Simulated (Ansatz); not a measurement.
`O[Si](F)(Cl)Br` + NH₃ → `N[Si](O)(F)Br` + HCl at 298.15 K and 1 bar (ligand exchange at the Si–Cl bond).

Computed with Ansatz on PBE0-D4/def2-TZVP structures; ΔE is electronic, products minus reactants. CCSD(T)/CBS adds triple-zeta CCSD(T) − MP2 to the extrapolated MP2 energy (def2 sets, frozen cores). This one scheme is used for every species. For Br outer-core shells are correlated without core-valence functions, which leaves a few kJ/mol of doubt a bond. Scalar relativity is left out up to krypton. One conformer a species, not always the lowest.

```json
{"species": "`O[Si](F)(Cl)Br`", "CCSD(T)/CBS energy (Eh)": "-3497.97222", "H − E (kJ/mol)": "73.7", "S (J/(mol·K))": "353.2"}
{"species": "NH₃", "CCSD(T)/CBS energy (Eh)": "-56.50880", "H − E (kJ/mol)": "100.5", "S (J/(mol·K))": "192.4"}
{"species": "`N[Si](O)(F)Br`", "CCSD(T)/CBS energy (Eh)": "-3094.09073", "H − E (kJ/mol)": "140.4", "S (J/(mol·K))": "350.0"}
{"species": "HCl", "CCSD(T)/CBS energy (Eh)": "-460.38127", "H − E (kJ/mol)": "26.6", "S (J/(mol·K))": "186.8"}
```

H − E and S are ideal-gas, rigid-rotor, harmonic terms from PBE0-D4/def2-TZVP, for one conformer and one mirror image of each species. 1 Eh = 2625.50 kJ/mol, R = 8.31446 J/(mol·K).

By hand: ΔE, ΔH, ΔS and ΔG.

ΔE = (-3094.09073) + (-460.38127) − (-3497.97222) − (-56.50880) = 0.00902 Eh = 23.7 kJ/mol. Δ(H − E) = 140.4 + 26.6 − 73.7 − 100.5 = -7.2, so ΔH = 16.5 kJ/mol. ΔS = 350.0 + 186.8 − 353.2 − 192.4 = -8.8 J/(mol·K). ΔG = 16.5 − 298.15 × (-8.8)/1000 = 19.1 kJ/mol.

By hand: the equilibrium constant, and the temperature at which ΔG would vanish if ΔH and ΔS stayed fixed.

log₁₀ K = −ΔG/(RT ln 10) = -3.3. ΔH and −TΔS have one sign here, so there is no such temperature.

The number of gas molecules stays the same, so ΔS is small and ΔH decides. A doubt of 5 kJ/mol in ΔE shifts log₁₀ K by 0.9 here. Other conformers and mirror images would add mixing entropy, several J/(mol·K) or more a flexible species. These are equilibria of isolated gas molecules and say nothing of rates. Largest T1 diagnostic: 0.009 (customary marks: 0.02 for closed shells, 0.045 for open ones).

ΔS is within the doubt of such terms, so its sign, and with it that verdict, could turn.
